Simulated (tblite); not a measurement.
Run record: tight-binding relaxation, `C[C@@H]1CCP1CCCO`.

Computed with GFN2-xTB geometry optimisation, gas phase (tblite 0.8.0). Start geometry: from a force field or distance geometry. A driver script takes a list of jobs; this job's settings line and coordinates (Å) are shown.

Command:
```bash
OMP_NUM_THREADS=1 python probes_run.py task.json out
```

Input:
```
{"job": {"kind": "relax", "xc": "GFN2-xTB", "basis": "xTB"}, "charge": 0, "multiplicity": 1}
C     -2.213600     1.480400     0.181900
C     -1.905500     0.356000    -0.739100
C     -2.348700    -1.003700    -0.228100
C     -1.356600    -1.595800    -1.198700
P     -0.167800    -0.175700    -0.928800
C      0.822900    -0.505400     0.581900
C      2.307300    -0.453400     0.215100
C      2.706000     0.899200    -0.333500
O      4.071500     0.867600    -0.651400
H     -2.433200     2.400700    -0.433000
H     -1.523400     1.670100     0.993000
H     -3.234800     1.242700     0.632000
H     -2.365600     0.538300    -1.729300
H     -3.423100    -1.152000    -0.486800
H     -2.068400    -1.159500     0.821300
H     -1.739900    -1.687600    -2.201700
H     -0.996600    -2.566000    -0.783800
H      0.636800     0.170900     1.419900
H      0.645100    -1.531100     0.993900
H      2.972300    -0.795800     1.045300
H      2.453400    -1.174800    -0.621500
H      2.543100     1.637700     0.489600
H      2.105700     1.143300    -1.230200
H      4.501100     1.413600     0.033100
```

Output:
```
step      E/eV     max force
  0    -793.13487    3.486
  1    -793.67104    1.644
  2    -793.85750    0.993
  3    -793.97718    0.725
  4    -794.04216    0.618
  5    -794.09764    0.516
  6    -794.13990    0.493
  7    -794.17156    0.481
  8    -794.19475    0.418
  9    -794.21074    0.379
... (144 lines left out)
154    -794.56147    0.049
155    -794.56177    0.037
156    -794.56200    0.032
157    -794.56215    0.027
158    -794.56224    0.024
159    -794.56231    0.019
160    -794.56238    0.020
161    -794.56245    0.018
162    -794.56251    0.013
163    -794.56253    0.009
```

«max force» is the largest atomic force in eV/Å.

Q: From which step on does the largest force stay under 0.1 eV/Å, and how much energy is left to gain from there?

A: From step 129 (0.073 eV/Å), 17.4 meV above the end.

Main results: energy lowered by 32.9 kcal/mol over 163 steps; largest atomic force 0.009 eV/Å at the end.

Q: Where do the atoms end?

A: 0.705 Å rms from the input after alignment:
```
atom  x, y, z in Å
C1    -2.4740    1.2395    0.5770
C2    -2.0956    0.3674   -0.6034
C3    -2.1517   -1.1557   -0.4080
C4    -0.9118   -1.4884   -1.2484
P5    -0.3016    0.2899   -1.2145
C6     0.5974    0.2342    0.4249
C7     2.0306   -0.2609    0.2595
C8     2.8796    0.7104   -0.5599
O9     4.1970    0.2564   -0.7540
H10   -2.2970    2.2884    0.3467
H11   -1.9003    0.9783    1.4633
H12   -3.5313    1.1119    0.8070
H13   -2.7004    0.6563   -1.4702
H14   -3.0755   -1.6250   -0.7506
H15   -2.0113   -1.4222    0.6397
H16   -1.1667   -1.7816   -2.2670
H17   -0.2340   -2.2312   -0.8300
H18    0.6071    1.2520    0.8255
H19    0.0641   -0.4110    1.1261
H20    2.4864   -0.3898    1.2478
H21    2.0376   -1.2334   -0.2397
H22    2.8795    1.6995   -0.0769
H23    2.4535    0.8183   -1.5612
H24    4.6068    0.1166    0.1074
```

Q: Estimate the wall time. Hardware: Arm Neoverse V1, one thread (shared host).

A: About 1.5 s.
Labels such as C1 count atoms from 1, the log's own numbers from 0.
